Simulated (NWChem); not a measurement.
Species: CH$_{4}$OPbS, singlet; SMILES C[O][Pb][SH]

Program: NWChem. Low-valent species are run as closed-shell singlets; no triplet was tried in these runs. The geometry was optimised at PBE0/def2-SVP. No frequency run checked for a minimum. def2 effective core potentials on Pb; no spin-orbit coupling. One conformer.

Diagonal of the polarisability tensor at B3LYP/def2-SVPD, static: 100.62, 101.28, 63.28 bohr³.

Question: Find the mean polarisability volume, the molar refraction, and the refractive index that an ideal gas of it would have at 273.15 K and 1 atm.

Answer: 
1. Mean: one third of the trace = 88.39 bohr³ × 0.14818 Å³/bohr³ = 13.10 Å³.
2. Molar refraction (Lorentz-Lorenz): (4π/3) N_A α = 33.0 cm³/mol.
3. Number density p/kT = 2.687 × 10⁻⁵ Å⁻³; n − 1 = 2π N α = 22.11 × 10⁻⁴.
4. These hold the electronic response alone: vibrational and orientational terms add to the static dielectric constant.
